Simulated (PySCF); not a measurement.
Compound: C4H11ClSSi.
Structure used (GFN2-xTB), in Å, numbered top down from 1:
```xyz
18
C4H11ClSSi angstrom
C     -3.084    0.487    0.331
C     -2.477   -0.854   -0.028
S     -0.964   -1.224    0.933
Si     0.451    0.164    0.104
Cl     0.167    0.337   -1.895
C      2.181   -0.513    0.476
C      3.287    0.424    0.004
H     -4.036    0.607   -0.182
H     -3.254    0.548    1.404
H     -2.425    1.300    0.036
H     -3.159   -1.668    0.213
H     -2.218   -0.906   -1.085
H      0.232    1.488    0.682
H      2.311   -1.488    0.001
H      2.281   -0.679    1.548
H      4.267    0.005    0.224
H      3.221    0.588   -1.069
H      3.211    1.389    0.499
```

Computed at PBE0/pcSseg-1 (PySCF, non-relativistic), with Q(33S) = −0.0678 b, Q(35Cl) = −0.0817 b: S3, 33S (I = 3/2): χzz = 35.18 MHz, η = 0.804; Cl5, 35Cl (I = 3/2): χzz = -38.77 MHz, η = 0.100.

(1) Find the zero-field quadrupole resonance frequencies of 33S at S3.

(2) Find the zero-field quadrupole resonance frequencies of 35Cl at Cl5.

(3) Apply the simplest Townes–Dailey estimate (no s hybridisation, no π bonding), ionic character = 1 − χzz/χ0, where χ0 is the coupling for one missing p electron along the bond: −109.74 MHz for 35Cl.

Answers

(1) From ν = (|χ|/2)√(1 + η²/3): ν = 19.39 MHz (sulfur bonded to C and Si).

(2) From ν = (|χ|/2)√(1 + η²/3): ν = 19.42 MHz (silicon-bound chlorine). For 37Cl the ratio of quadrupole moments, 0.7881, gives 15.30 MHz.

(3) Cl5 on Si4: 1 − (-38.77)/(-109.74) = 0.65. In this model a purely covalent bond gives χ0 and a free halide ion gives zero; s hybridisation or π bonding, where present, is counted here as ionic character.

In a crystal, neighbours and librations shift these lines. Geometry: GFN2-xTB, one conformer, isolated molecule. GFN2-xTB bond lengths can be off by several hundredths of an ångström, more for odd bonds, and the gradients follow them. The basis is small and wasn't made for field gradients, so the couplings can be 20 % off.
